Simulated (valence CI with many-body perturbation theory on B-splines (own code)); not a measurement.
## Which ion has this spectrum?

A relativistic CI+MBPT calculation for an atom or ion with 31 electrons gives these levels (eV):

| J | Parity | E | g |
| --- | --- | --- | --- |
| 1/2 | odd | 0.00 | 0.66 |
| 1/2 | even | 115.36 | 2.14 |
| 3/2 | odd | 159.17 | 1.33 |
| 3/2 | even | 258.92 | 1.65 |
| 5/2 | even | 268.68 | 1.35 |
| 3/2 | even | 282.19 | 0.99 |
| 1/2 | even | 284.57 | 1.26 |
| 3/2 | even | 345.72 | 0.81 |
| 5/2 | even | 376.78 | 1.21 |
| 3/2 | odd | 397.25 | 1.32 |
| 5/2 | even | 425.46 | 1.42 |
| 3/2 | odd | 436.52 | 0.50 |
| 1/2 | even | 443.56 | 1.92 |
| 5/2 | odd | 445.22 | 1.03 |

The energies are calculated, and their last digits are not significant.

Q: Which is it?
A. Pt47+
B. Hg49+
C. Tl50+
D. Pb51+

A: C. Tl50+, ground level (4s^2 4p1/2) J=1/2.
